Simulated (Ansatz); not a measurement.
Geometry optimisation, UHF/6-31G (Ansatz 0.2.0).

The input (input.yaml):

```yaml
crystal:
  periodic: [false, false, false]
  atoms:
    - { symbol: C, position_ang: [-0.259, -0.9211, 1.8496] }
    - { symbol: C, position_ang: [0.899, -1.3823, 1.0627] }
    - { symbol: Al, position_ang: [0.4619, -1.5612, -0.8996] }
    - { symbol: Al, position_ang: [-0.1929, 0.4436, -2.1526] }
    - { symbol: Si, position_ang: [-0.4905, 2.4822, -1.0336] }
    - { symbol: H, position_ang: [-0.6154, 0.1399, 1.4642] }
    - { symbol: H, position_ang: [-0.022, -0.7869, 2.9179] }
    - { symbol: H, position_ang: [-1.117, -1.5687, 1.7259] }
    - { symbol: H, position_ang: [1.217, -2.3532, 1.4991] }
    - { symbol: H, position_ang: [1.7459, -0.6629, 1.2055] }
    - { symbol: H, position_ang: [0.6253, -2.979, -1.5874] }
    - { symbol: H, position_ang: [-0.5829, 0.3367, -3.69] }
    - { symbol: H, position_ang: [-0.9945, 3.5497, -1.9741] }
    - { symbol: H, position_ang: [-1.5027, 2.354, 0.0838] }
    - { symbol: H, position_ang: [0.806, 2.8586, -0.4421] }
magnetization:
  spin_polarized: true
basis:
  gaussian: { orbitals: "6-31G" }
hamiltonian:
  xc: hf
relax:
  f_tol: 0.02
  max_steps: 40
```

Command:

```bash
$ ansatz run input.yaml --threads 2 --pin off --max-ram 3072MiB --backend cpu --events-out ev --progress --plain --runs-dir out
```

Q: Where does it end, and by what steps?

A: The forces met the threshold. The force dipped under the threshold on the way, but the program's further checks kept it going. Limits of this set-up: no polarisation functions. After 28 steps the energy has fallen by 0.730 eV; H11 moved furthest, 1.99 Å.

| step | energy less start (eV) | largest force component (eV/Å) | accepted |
| --- | --- | --- | --- |
| 0 | 0.0000 | 3.519 | yes |
| 1 | -0.5661 | 1.073 | yes |
| 2 | -0.6076 | 0.280 | yes |
| 3 | -0.6171 | 0.188 | yes |
| 4 | -0.6219 | 0.038 | yes |
| 5 | -0.6229 | 0.150 | yes |
| 6 | -0.6268 | 0.075 | yes |
| 7 | -0.6280 | 0.236 | yes |
| 8 | -0.6334 | 0.161 | yes |
| 9 | -0.6468 | 0.038 | yes |
| 10 | -0.6573 | 0.099 | yes |
| 11 | -0.6631 | 0.226 | yes |
| 12 | -0.6693 | 0.272 | yes |
| 13 | -0.6857 | 0.128 | yes |
| 14 | -0.6910 | 0.182 | yes |
| 15 | -0.7000 | 0.152 | yes |
| 16 | -0.7084 | 0.077 | yes |
| 17 | -0.7154 | 0.180 | yes |
| 18 | -0.7192 | 0.187 | yes |
| 19 | -0.7216 | 0.166 | yes |
| 20 | -0.7227 | 0.138 | yes |
| 21 | -0.7262 | 0.075 | yes |
| 22 | -0.7270 | 0.081 | yes |
| 23 | -0.7287 | 0.010 | yes |
| 24 | -0.7291 | 0.013 | yes |
| 25 | -0.7296 | 0.041 | yes |
| 26 | -0.7299 | 0.031 | yes |
| 27 | -0.7302 | 0.005 | yes |
| 28 | -0.7304 | 0.019 | yes |

```xyz
15
Properties=species:S:1:pos:R:3
C -0.280 -1.310 2.074
C 0.829 -1.898 1.186
Al 0.963 -1.190 -0.683
Al -0.716 0.533 -1.714
Si -0.473 3.016 -1.631
H -0.160 -0.238 2.208
H -0.281 -1.757 3.064
H -1.264 -1.476 1.646
H 0.709 -2.980 1.111
H 1.801 -1.757 1.661
H 2.187 -1.750 -1.578
H -2.043 0.034 -2.485
H -0.592 3.635 -2.992
H -1.544 3.628 -0.776
H 0.842 3.459 -1.061
```

Time of the run: 100 s on 2 threads of Arm Neoverse N1, on a shared host, peak memory 0.22 GiB.
